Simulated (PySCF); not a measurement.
SMILES [SiH3]O[SiH3] (H6OSi2), B3LYP/def2-SVP optimised geometry.

```
9

Si    -1.60    -1.94    -2.68
O     -1.06    -1.15    -1.34
Si    -0.50    -0.36     0.00
H     -0.44    -2.35    -3.53
H     -2.36    -3.16    -2.28
H     -2.50    -1.05    -3.47
H     -0.99     1.05     0.00
H      0.99    -0.36     0.00
H     -0.99    -1.05     1.23
```

Density from PySCF 2.14.0 with B3LYP/def2-TZVP at that geometry.

Minimum of the electron density along straight lines between bonded atoms, close to the bond critical point (lines longer than 1.1 times the sum of covalent radii, or with two minima, are not listed):

```csv
bond,length / Å,ρ at the minimum / e bohr⁻³,∇²ρ there / e bohr⁻⁵,position (fraction from the first atom)
Si1–O2,1.650,0.129,0.82,0.41
O2–Si3,1.650,0.129,0.82,0.59
Si1–H4,1.491,0.123,0.14,0.49
Si1–H5,1.491,0.123,0.14,0.49
Si1–H6,1.491,0.123,0.14,0.49
Si3–H7,1.491,0.123,0.14,0.49
Si3–H8,1.491,0.123,0.14,0.49
Si3–H9,1.491,0.123,0.14,0.49
```
